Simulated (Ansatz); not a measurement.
Wavefunction ladder for H6InNO3, SMILES `[NH3+][In-]([OH])([OH])[OH]`

| atom | x (Å) | y (Å) | z (Å) |
| --- | --- | --- | --- |
| N1 | -0.416 | -1.531 | -0.315 |
| In2 | 0.176 | 0.648 | 0.134 |
| O3 | -1.686 | 1.326 | 0.416 |
| O4 | 1.073 | 0.991 | -1.622 |
| O5 | 1.308 | 0.242 | 1.734 |
| H6 | -0.119 | -1.783 | -1.251 |
| H7 | -1.422 | -1.637 | -0.248 |
| H8 | 0.027 | -2.155 | 0.351 |
| H9 | -1.921 | 2.014 | -0.210 |
| H10 | 1.999 | 1.218 | -1.520 |
| H11 | 0.979 | 0.666 | 2.530 |

Charge 0, multiplicity 1. Correlated methods include outer-core shells of In, which these sets cover unevenly. In takes the def2 core potential. Geometry: relaxed with PBE0-D4/def2-TZVP. It is one conformer, not always the lowest. Frozen core, restricted reference, the Gaussian-basis code of Ansatz.

| basis | HF (Eh) | MP2 corr. | CCSD corr. | (T) | CCSD(T) total |
| --- | --- | --- | --- | --- | --- |
| def2-SVP | ? | -0.85323 | ? | -0.01982 | ? |
| def2-TZVPP | -471.95013 | -1.26028 | ? | ? | ? |
| def2-QZVPP | -471.96614 | -1.52910 | – | – | – |

Question: Fill in the withheld values. (An estimate is asked.)

Answer: The calculation gave: def2-SVP HF (Eh): -471.57380; def2-SVP CCSD corr.: -0.88129; def2-SVP CCSD(T) total: -472.47491; def2-TZVPP CCSD corr.: -1.26478; def2-TZVPP (T): -0.04408; def2-TZVPP CCSD(T) total: -473.25899.
